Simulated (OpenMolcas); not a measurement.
## Re4+: moving the ligands

Re4+ with 6 ligands (fluoride) in octahedral coordination (Oh) at 1.94 Å. A charge of +0.333 e stands 2.8 Å behind each ligand. Ligand basis ANO-RCC-VDZP.

```
Program             : OpenMolcas 26.06
Method              : SS-CASPT2, IPEA 0.25 Eh, imaginary shift 0.1 Eh (closed shells correlated: 5s 5p and the ligand valence shells)
Basis               : ANO-RCC-VDZP [7s6p4d2f1g]
Scalar Hamiltonian  : DKH2, point nucleus
Active space        : 3 electrons in 5 orbitals (5d)
State averaging     : 2S+1 = 4 even, 10 roots; 2S+1 = 2 even, 40 roots
Spin-orbit coupling : RASSI with atomic mean-field integrals over the reference wave functions
```

Runs around this geometry, states (labels of O, the rotations of Oh). Energies in cm-1 above the lowest state or level, χT in cm3 K/mol.

```tsv
R (Å)	Ground state	First state of that spin	First gap with spin-orbit (degeneracies)	χT at 300 K	First state of another spin
1.91	4A2	4T2 38100	10880 (4, 4)	1.411	2E 11840
1.94	4A2	4T2 35780	10840 (4, 4)	1.383	2E 11840
1.99	4A2	4T2 32370	10860 (4, 4)	1.336	2E 11860
```

Taking the first state of the same spin as R^-n, n = -ln(32370 / 38100) / ln(1.99 / 1.91) = 4.0 between the shortest and longest distance.

Roots that are degenerate in the reference are averaged as groups; the widest CASPT2 spread within a group is 760 cm-1 (the 3-fold group of multiplicity 2 near 82200 cm-1 above the lowest state of its run, R = 1.94). Shifts and gaps below about the spread of the groups concerned are not significant. Over all roots computed the reference weight is 0.71 to 0.72 in R = 1.91, 0.71 to 0.72 in R = 1.94, 0.70 to 0.71 in R = 1.99; a low but even weight reflects the number of correlated electrons. Ligand-to-metal charge-transfer states are missing. With no ligand orbital active B as a rule stays too high, so bands that hang on it stand too high and its fall with covalency is understated. With one d shell and no ligand orbital active, 10Dq can be off by a tenth or more. The least metal-like active orbital is 75 % on the metal (Löwdin) and no ligand orbital is active, so the numbers are rough (holds for R = 1.91). The least metal-like active orbital is 76 % on the metal (Löwdin) and no ligand orbital is active, so the numbers are rough (holds for R = 1.94). The least metal-like active orbital is 77 % on the metal (Löwdin) and no ligand orbital is active, so the numbers are rough (holds for R = 1.99). No measured value stands beside these numbers; the geometry is a model, was not optimised and need not be the one that this ion takes.
